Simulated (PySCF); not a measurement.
Species: C5H8N2OSi.
Structure used (GFN2-xTB), in Å, numbered top down from 1:
```
atom  x, y, z in Å
N1    -0.3220    2.1982    0.8009
C2    -0.6672    0.9103    0.4603
C3    -1.9632    0.4195    0.5476
C4    -2.2390   -0.8683    0.1069
C5    -1.2071   -1.6293   -0.4031
N6     0.0410   -1.1795   -0.4867
C7     0.3065    0.0387   -0.0758
O8     1.5742    0.4626   -0.1587
Si9    2.7701   -0.4840   -0.7803
H10   -0.9197    2.6719    1.4583
H11    0.6664    2.3556    0.9179
H12   -2.7432    1.0452    0.9578
H13   -3.2396   -1.2666    0.1665
H14   -1.3587   -2.6384   -0.7587
H15    2.4925   -0.8127   -2.1731
H16    3.8589    0.4752   -0.6182
H17    2.9428   -1.6863    0.0283
```

NICS is the negative of the GIAO shielding at a point without a nucleus: at the ring centre (0) and 1 Å above and below it (1); zz is the component along the ring normal. Level: GIAO PBE0/pcSseg-1 (PySCF, non-relativistic, gas phase) on the GFN2-xTB geometry, one conformer.

Ring bond lengths (Å), with Mayer bond orders in brackets: C2–C3 1.389 (1.38), C3–C4 1.389 (1.40), C4–C5 1.380 (1.44), C5–N6 1.329 (1.44), N6–C7 1.313 (1.44), C7–C2 1.413 (1.22).

Q: What do the NICS probes read (ppm)?

A: 
```csv
ring,type,NICS(0),"NICS(1), two faces","NICS(1)zz, two faces",rms pucker (Å),"centre to ring atoms, mean (Å)"
C2–C3–C4–C5–N6–C7,6-membered ring with N; formal bonds all aromatic,-8.3,-10.3 / -10.0,-24.2 / -23.8,0.00,1.37
```

Q: What can be read from them?

A: 
- C2–C3–C4–C5–N6–C7: mean NICS(1)zz -24.0 ppm, shielded, aromatic by this magnetic criterion (flat ring, no four-coordinate atom).

Q: What does the geometric index give? HOMA = 1 − mean of α(R − Ropt)² over the ring bonds, with Krygowski's 1993 parameters (CC: Ropt 1.388 Å, α 257.7 Å⁻²; CN: Ropt 1.334 Å, α 93.52 Å⁻²).

A: 
- C2–C3–C4–C5–N6–C7: HOMA 0.96; the largest term is that of C7–C2, α(R − Ropt)² = 0.15. The geometric and the magnetic index point the same way.

Q: What field does 11.7 T along the ring normal induce along that normal at the second NICS(1) probe listed for ring C2–C3–C4–C5–N6–C7, 1 Å off the ring?

A: NICSzz × B0 = -23.8 ppm × 11.7 T = -278 μT, against the applied field.

Time: 65 s wall; peak memory 0.88 GiB. Hardware: one thread, Arm Neoverse N1 (aarch64), on a shared host. This is the whole shielding run at PBE0/pcSseg-1, SCF included.
